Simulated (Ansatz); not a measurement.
The pair A = NH3 (SMILES N) (first 4 atoms), B = H2S (SMILES S); geometry from B3LYP-D3(BJ)/def2-TZVP.
(charge 0, multiplicity 1):
```xyz
7

N      0.0062     0.1635     0.3251
H     -0.7772    -0.4607     0.1701
H     -0.1930     1.0317    -0.1588
H      0.8211    -0.2526    -0.1111
S      0.6662     0.8123     3.7092
H     -0.3051     0.0025     4.1592
H      0.3880     0.5430     2.4079
```

Cores are frozen in the correlated methods. MP2 and its Hartree–Fock in aug-cc-pV(Q+d)Z are density fitted.

Codes used: Ansatz (a program for electronic structure) with Gaussian orbitals. Values without a source in brackets are computed.

The counterpoise-corrected interaction energy is E(AB) − E(A in the pair's basis) − E(B in the pair's basis). Total energies (hartree):

```tsv
level	AB	A in the pair's basis	B in the pair's basis
HF/aug-cc-pV(T+d)Z	-454.9374985	-56.2202737	-398.7155447
MP2/aug-cc-pV(T+d)Z	-455.3774229	-56.4607708	-398.9109926
HF/aug-cc-pV(Q+d)Z	-454.9444430	-56.2238980	-398.7188739
MP2/aug-cc-pV(Q+d)Z	-455.4113194	-56.4777913	-398.9276063
CCSD(T)/aug-cc-pV(T+d)Z	-455.4296790	-56.4807463	-398.9437459
```

### Question
Work out the counterpoise-corrected interaction energy at the basis-set limit: extrapolate the MP2 correlation part as X⁻³, take Hartree–Fock from the larger set, and add the CCSD(T) − MP2 difference of aug-cc-pV(T+d)Z.

### Answer

1. Differences (1 hartree = 627.509 kcal/mol): HF/aug-cc-pV(T+d)Z -1.054; MP2/aug-cc-pV(T+d)Z -3.551; HF/aug-cc-pV(Q+d)Z -1.049; MP2/aug-cc-pV(Q+d)Z -3.716; CCSD(T)/aug-cc-pV(T+d)Z -3.255.
2. Correlation parts, MP2 less HF: -2.497 in aug-cc-pV(T+d)Z (X = 3), -2.667 in aug-cc-pV(Q+d)Z (X = 4).
3. Limit (4³·(-2.667) − 3³·(-2.497))/(4³ − 3³) = -2.792; with HF/aug-cc-pV(Q+d)Z it gives -3.840.
4. CCSD(T) less MP2 in aug-cc-pV(T+d)Z: 0.297.
Result: -3.54 kcal/mol, against -3.55 at MP2/aug-cc-pV(T+d)Z. It is an estimate of this method's limit, not of the exact value.
